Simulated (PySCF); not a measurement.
C2H4BBrO (SMILES C=CB(O)Br), singlet, geometry from GFN2-xTB, atoms displaced at random by about 0.03 Å a coordinate; PySCF with R2SCAN/STO-3G, gradient.

PySCF was given this input:
```python
from pyscf import gto, scf, dft

mol = gto.M(
    atom='''
B     0.617006    0.141071   -0.088216
Br   -1.183572    0.030274    0.596276
C     0.968076   -0.731706   -1.383940
C     2.136153   -0.733263   -1.977332
H     0.103701   -1.333519   -1.800271
H     2.383281   -1.339916   -2.811011
H     2.961537   -0.174395   -1.605873
O     1.557900    0.914458    0.499781
H     1.347426    1.533972    1.189365
''',
    basis='sto-3g',
    charge=0,
    spin=0,
    verbose=4,
)

mf = dft.RKS(mol)
mf.xc = 'r2scan'
mf.conv_tol = 1e-4
mf.kernel()
g = mf.nuc_grad_method()
grad = g.kernel()
```

### Question
Write the output that PySCF gives for this input, abridged.

### Answer

```
PySCF version 2.14.0

[INPUT] verbose = 4
[INPUT] num. atoms = 9
[INPUT] num. electrons = 64
[INPUT] charge = 0
[INPUT] spin (= nelec alpha-beta = 2S) = 0
[INPUT] symmetry False subgroup None
[INPUT] Mole.unit = angstrom
[INPUT] Symbol           X                Y                Z      unit          X                Y                Z       unit  Magmom
[INPUT]  1 B      0.617006000000   0.141071000000  -0.088216000000 AA    1.165972357213   0.266585554119  -0.166704079805 Bohr   0.0
[INPUT]  2 Br    -1.183572000000   0.030274000000   0.596276000000 AA   -2.236626928704   0.057209568695   1.126798334651 Bohr   0.0
[INPUT]  3 C      0.968076000000  -0.731706000000  -1.383940000000 AA    1.829398507764  -1.382723943701  -2.615267572831 Bohr   0.0
[INPUT]  4 C      2.136153000000  -0.733263000000  -1.977332000000 AA    4.036744130168  -1.385666247277  -3.736615937338 Bohr   0.0
[INPUT]  5 H      0.103701000000  -1.333519000000  -1.800271000000 AA    0.195966488844  -2.519985691904  -3.402019139997 Bohr   0.0
[INPUT]  6 H      2.383281000000  -1.339916000000  -2.811011000000 AA    4.503748367880  -2.532074269923  -5.312040923140 Bohr   0.0
[INPUT]  7 H      2.961537000000  -0.174395000000  -1.605873000000 AA    5.596493837766  -0.329558787494  -3.034660160834 Bohr   0.0
[INPUT]  8 O      1.557900000000   0.914458000000   0.499781000000 AA    2.944004329460   1.728075172418   0.944449212261 Bohr   0.0
[INPUT]  9 H      1.347426000000   1.533972000000   1.189365000000 AA    2.546266113118   2.898786962751   2.247574112143 Bohr   0.0

nuclear repulsion = 274.994375308911
number of shells = 24
number of NR pGTOs = 126
number of NR cGTOs = 42
basis = sto-3g
ecp = {}

******** <class 'pyscf.dft.rks.RKS'> ********
method = RKS
initial guess = minao
damping factor = 0
level_shift factor = 0
DIIS = <class 'pyscf.scf.diis.CDIIS'>
diis_start_cycle = 1
diis_space = 8
diis_damp = 0
SCF conv_tol = 0.0001
SCF conv_tol_grad = None
SCF max_cycles = 50
direct_scf = True
direct_scf_tol = 1e-13
XC library pyscf.dft.libxc version 7.1.2
    S. Lehtola, C. Steigemann, M. J. T. Oliveira, and M. A. L. Marques,  SoftwareX 7, 1–5 (2018)
XC functionals = r2scan
    J. W. Furness, A. D. Kaplan, J. Ning, J. P. Perdew, and J. Sun,  J. Phys. Chem. Lett. 11, 8208–8215 (2020)
    J. W. Furness, A. D. Kaplan, J. Ning, J. P. Perdew, and J. Sun,  J. Phys. Chem. Lett. 11, 9248–9248 (2020)
    J. W. Furness, A. D. Kaplan, J. Ning, J. P. Perdew, and J. Sun,  J. Phys. Chem. Lett. 11, 8208–8215 (2020)
    J. W. Furness, A. D. Kaplan, J. Ning, J. P. Perdew, and J. Sun,  J. Phys. Chem. Lett. 11, 9248–9248 (2020)
radial grids:
    Treutler-Ahlrichs [JCP 102, 346 (1995); DOI:10.1063/1.469408] (M4) radial grids

becke partition: Becke, JCP 88, 2547 (1988); DOI:10.1063/1.454033
pruning grids: <function nwchem_prune>
grids dens level: 3
symmetrized grids: False
atomic radii adjust function: <function treutler_atomic_radii_adjust>
small_rho_cutoff = 0
Set gradient conv threshold to 0.01
Initial guess from minao.
tot grids = 116024
init E= -2719.49071741325
  HOMO = -0.384737706779174  LUMO = -0.162170579788583  gap/eV = 6.05636
cycle= 1 E= -2722.34981823464  delta_E= -2.86  |g|= 0.515  |ddm|= 3.88
  HOMO = -0.0838274878975773  LUMO = 0.0375635618414362  gap/eV = 3.30322
cycle= 2 E= -2722.22948379578  delta_E= 0.12  |g|= 0.865  |ddm|= 1.88
  HOMO = -0.12084113398079  LUMO = 0.0443777590084131  gap/eV = 4.49584
cycle= 3 E= -2722.45316497402  delta_E= -0.224  |g|= 0.131  |ddm|= 1.16
  HOMO = -0.154463969599856  LUMO = 0.0451295650515996  gap/eV = 5.43122
cycle= 4 E= -2722.46007339384  delta_E= -0.00691  |g|= 0.0512  |ddm|= 0.353
  HOMO = -0.152793890360031  LUMO = 0.0379606732957444  gap/eV = 5.19070
cycle= 5 E= -2722.46119187186  delta_E= -0.00112  |g|= 0.00491  |ddm|= 0.0927
  HOMO = -0.152028834746083  LUMO = 0.0384364324542162  gap/eV = 5.18282
cycle= 6 E= -2722.46120027063  delta_E= -8.4e-06  |g|= 0.00228  |ddm|= 0.00954
  HOMO = -0.151702152637837  LUMO = 0.0382965259400142  gap/eV = 5.17013
Extra cycle  E= -2722.46119370326  delta_E= 6.57e-06  |g|= 0.00505  |ddm|= 0.00902
converged SCF energy = -2722.46119370326

******** <class 'pyscf.grad.rks.Gradients'> for <class 'pyscf.dft.rks.RKS'> ********
unit = Eh/Bohr
grid_response = False
--------------- RKS gradients ---------------
         x                y                z
0 B     0.0095303006     0.0021841518     0.0006322537
1 Br    -0.0109652590    -0.0026083943     0.0034351541
2 C     0.0644101347    -0.0051945581    -0.0325294363
3 C    -0.0184854739     0.0030264424     0.0042284896
4 H    -0.0216357088    -0.0094994377    -0.0067096018
5 H    -0.0028510319     0.0180294681     0.0290103807
6 H    -0.0208378288    -0.0181707730    -0.0128437853
7 O    -0.0333371087     0.0505938043     0.0700061930
8 H     0.0300169017    -0.0381842888    -0.0531019964
----------------------------------------------
```
